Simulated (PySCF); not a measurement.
Atoms are numbered as in `[F:1]/[CH:2]=[CH:3]\[O:4][SiH2:5][CH2:6][O:7][SiH3:8]`; H(Xn) means a hydrogen on atom n.

Computed data (PySCF 2.14): GIAO PBE0/pcSseg-1 shieldings, structure optimised with GFN2-xTB. Fast rotation and ring inversion assumed for equivalent nuclei, one computed conformer, no solvent, non-relativistic Hamiltonian.

Referencing at the same level of theory: TMS for $^{13}$C (σ = 186.93 ppm) and $^{1}$H (σ = 31.72 ppm) and $^{29}$Si (σ = 349.16 ppm); CFCl3 for $^{19}$F (σ = 170.95 ppm); $^{17}$O (σ = 336.08 ppm) against H2O.

```tsv
atoms	nucleus	count	δ (ppm)
H(C3)	$^{1}$H	1	5.84
Si8	$^{29}$Si	1	-37.6
C3	$^{13}$C	1	?
H(C2)	$^{1}$H	1	6.63
C2	$^{13}$C	1	144.4
O4	$^{17}$O	1	?
H(Si8)	$^{1}$H	3	4.88
H(C6)	$^{1}$H	2	4.08
H(Si5)	$^{1}$H	2	5.44
Si5	$^{29}$Si	1	?
C6	$^{13}$C	1	?
O7	$^{17}$O	1	-22.0
F1	$^{19}$F	1	-188.0
```

Q: Estimate the values marked ?.

A: 
- C3: 134.3 ppm, alkene carbon bearing oxygen; as expected for a trigonal carbon in a double bond
- C6: 56.9 ppm, sp3 CH2 bonded to O and Si; the inductive effect lowers its shielding
- O4: 74.3 ppm, oxygen bonded to C, Si
- Si5: -18.3 ppm, silicon bonded to C, O, 2 H

Shifts are as computed. Against solution values, carbons near 30 ppm lie about +3 ppm off and those near 130 ppm about +5 ppm. Of 1211 compounds with measured shifts, 218 miss one by over three times the rms of a fit or turn the order of signals round; such compounds aren't used in these exercises. Unscaled 19F shifts against computed CFCl3 carry errors that often reach 10 to 50 ppm. Experimental scales use liquid or dissolved standards, which lie at an offset from isolated H2O (liquid H2O: subtract about 36 ppm).
